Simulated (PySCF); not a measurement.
C3H10OSiTe (SMILES CC(C)[Te]O[SiH3]), singlet, at a GFN2-xTB geometry (core potentials on Te). Base run: DF-PBE0/def2-SV(P) (PySCF).

The PySCF input:
```python
from pyscf import gto, scf, dft

mol = gto.M(
    atom='''
Te   -0.048415   -0.044422    0.985080
C    -1.513129   -0.986168   -0.346127
C    -0.894198   -2.192368   -1.024976
C    -2.037896    0.019328   -1.353091
H    -2.313100   -1.296125    0.329477
H    -1.608534   -2.648822   -1.710093
H    -0.019059   -1.885531   -1.593822
H    -0.588323   -2.938975   -0.294136
H    -2.499357    0.871801   -0.856621
H    -2.782434   -0.448681   -1.997447
H    -1.223538    0.377921   -1.979285
O     1.243217    0.229568   -0.514871
Si    1.755048    1.553753   -1.292836
H     0.631340    2.337303   -1.816162
H     2.530353    0.910365   -2.346103
H     2.545171    2.396825   -0.396105
''',
    basis='def2-sv(p)',
    ecp={'Te': 'def2-sv(p)'},
    charge=0,
    spin=0,
    verbose=4,
    max_memory=1800,
)

mf = dft.RKS(mol)
mf.xc = 'pbe0'
mf = mf.density_fit(auxbasis='def2-universal-jkfit')
mf.kernel()
```

The job was repeated with other settings on one machine. Differences are taken from the largest basis of the def2 family in the series, which isn't the basis-set limit (def2-TZVPP: -752.841448 Eh). The cheapest run took very roughly 26 core-seconds.

```json
[
 {"setting": "def2-SV(P)", "basis functions": "120", "cost, times the cheapest (rough)": "1", "difference in total energy (mEh)": "369.06"},
 {"setting": "def2-SVP", "basis functions": "150", "cost, times the cheapest (rough)": "2", "difference in total energy (mEh)": "347.32"},
 {"setting": "def2-TZVP", "basis functions": "271", "cost, times the cheapest (rough)": "4", "difference in total energy (mEh)": "2.78"},
 {"setting": "def2-TZVPP", "basis functions": "356", "cost, times the cheapest (rough)": "4", "difference in total energy (mEh)": "reference"}
]
```

Times come from a shared machine, hold the start-up and are rough. Total energies converge more slowly with the basis than energy differences do.
